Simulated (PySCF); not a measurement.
Compound: CH8NP2Si (doublet state).
Z-matrix (Å and degrees, GFN2-xTB geometry), rows numbered from 1:
```
C 
N   1  1.4385
Si  2  1.7265  1  124.36
P   3  2.2756  2  102.98  1   -44.35
P   3  2.2724  2  102.02  1  -161.57
H   1  1.0914  2  110.25  3   148.03
H   1  1.0902  2  108.43  3    29.28
H   1  1.0948  2  112.47  3   -90.70
H   2  1.0098  1  112.64  3   157.21
H   4  1.3850  3   93.92  2  -168.90
H   4  1.3855  3   94.64  2    98.65
H   5  1.3830  3   94.12  2   -86.33
H   5  1.3828  3   93.71  2  -178.77
```

The hyperfine couplings belong to this conformer and change with its torsions.

The species is `CN[Si](P)P` [radical].

The calculation used PySCF 2.14.0, UKS B3LYP, pcH-1 on C H N P Si, non-relativistic, mean-field spin-orbit, GIAO. Geometry: GFN2-xTB, one conformer, isolated molecule. A GFN2-xTB geometry isn't a minimum of the functional, and hyperfine couplings can be far from their values at a DFT geometry, by a factor of two or more for some ions and for spin on atoms past the first row. The SCF solution wasn't tested for stability.

Principal values of hyperfine tensors in MHz (contact, dipolar and spin–orbit terms together), for some of the nuclei:

```tsv
atom	isotope	A1	A2	A3
Si3	29Si	-615.83	-446.41	-445.76
P5	31P	-80.26	-73.40	88.66
H11	1H	16.27	19.78	25.38
P4	31P	-78.70	-71.93	98.85
H8	1H	14.99	15.87	20.78
H12	1H	12.46	15.78	21.04
H9	1H	-24.46	-16.84	0.97
N2	14N	-0.46	-0.34	28.19
```

Question: Give the isotropic coupling of each nucleus in MHz and in mT (g = 2.0025), and the anisotropic part.

Answer: a_iso is a third of the trace, T = A − a_iso, and a(mT) = a(MHz)/(g × 13.996). The tensors hold a spin–orbit part: the run splits a_iso into a_FC + a_SO, and T includes its anisotropic share.

```csv
atom,a_iso (MHz),a_FC,a_SO,a_iso (mT),T1,T2,T3
Si3,-502.67,-503.26,0.59,-17.935,-113.17,56.26,56.91
P5,-21.66,-21.02,-0.65,-0.773,-58.60,-51.73,110.33
H11,20.48,20.47,0.01,0.731,-4.21,-0.70,4.90
P4,-17.26,-16.56,-0.70,-0.616,-61.44,-54.67,116.11
H8,17.21,17.21,0.00,0.614,-2.22,-1.34,3.57
H12,16.43,16.42,0.01,0.586,-3.96,-0.65,4.61
H9,-13.44,-13.48,0.04,-0.480,-11.01,-3.40,14.41
N2,9.13,9.10,0.03,0.326,-9.59,-9.47,19.06
```

Question: What spin density at the nucleus of P5 lies behind its contact coupling (g_N = 2.26320)?

Answer: a_FC = 800.24 MHz bohr³ × g_N × ρ(0)/(2S). With a_FC = -21.02 MHz and 2S = 1, ρ(0) = -0.0116 bohr⁻³.

Question: H6 (1H, g_N = 5.58569) isn't in the table. Its spin density at the nucleus is 0.003209 bohr⁻³. What is its contact coupling?

Answer: By the same relation, a_FC = 14.35 MHz. Its full tensor has the principal values 12.46, 13.03, 17.55 MHz.
